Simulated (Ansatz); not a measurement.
Gas-phase electronic energies from Ansatz, PBE0-D4/def2-TZVP geometries. CCSD(T)/CBS adds triple-zeta CCSD(T) − MP2 to the extrapolated MP2 energy (def2 sets, frozen cores). Functionals use def2-TZVPP. One conformer a species, not always the lowest.

Consider the ligand exchange at the Al–C bond: `FC(F)=[CH][AlH2]` + `NCS` → `[AlH2][NH]CS` + `C=C(F)F`.

`FC(F)=[CH][AlH2]`:

Z-matrix (Å, degrees):
```
C
F 1 1.314
C 1 1.323 2 125.6
F 1 1.315 2 108.2 3 180.0
Al 3 1.928 1 124.4 2 -0.0
H 3 1.086 1 113.4 2 180.0
H 5 1.582 3 120.5 1 -0.1
H 5 1.584 3 117.5 1 179.9
```

`NCS`:

Cartesian coordinates in Å:
```
N -1.006 0.341 0.411
C 0.393 -0.010 0.318
S 0.668 -1.556 -0.582
H -1.126 1.169 0.982
H -1.391 0.536 -0.505
H 0.771 -0.204 1.324
H 1.042 0.750 -0.133
H 0.648 -1.026 -1.815
```

`[AlH2][NH]CS`:

Cartesian coordinates in Å:
```
Al -1.692 -0.904 0.238
N -0.264 0.111 0.534
C 0.586 0.719 -0.439
S 2.153 -0.162 -0.809
H -2.160 -1.049 -1.266
H -2.406 -1.541 1.497
H 0.094 0.219 1.473
H 0.847 1.747 -0.176
H 0.082 0.750 -1.408
H 2.760 0.109 0.357
```

`C=C(F)F`:

Z-matrix (Å, degrees):
```
C
C 1 1.315
H 1 1.079 2 119.7
H 1 1.079 2 119.7 3 180.0
F 2 1.313 1 125.2 3 -180.0
F 2 1.313 1 125.2 3 0.0
```

```csv
level,ΔE (kJ/mol)
LDA (SPW92),-78.9
BLYP-D4,-82.9
r2SCAN0-D4,-75.9
BHLYP,-78.5
```

Question: What does CCSD(T)/CBS give? (Best estimate.)

Answer: Computed: -78.1 kJ/mol. The listed levels differ from it by -0.8, -4.8, 2.2, -0.4 kJ/mol.

Largest T1 diagnostic among the species: 0.012.

Leaving LDA and LC-ωPBE aside and taking each functional with its dispersion term where it has one, the values, not all of them listed here, spread over 9.0 kJ/mol, from BLYP-D4 to HSE06-D4. LDA lies −5.3 kJ/mol from PBE without D4. At CCSD(T), def2-SVP lies −6.2 kJ/mol from the extrapolated value and def2-TZVPP −0.8 kJ/mol.
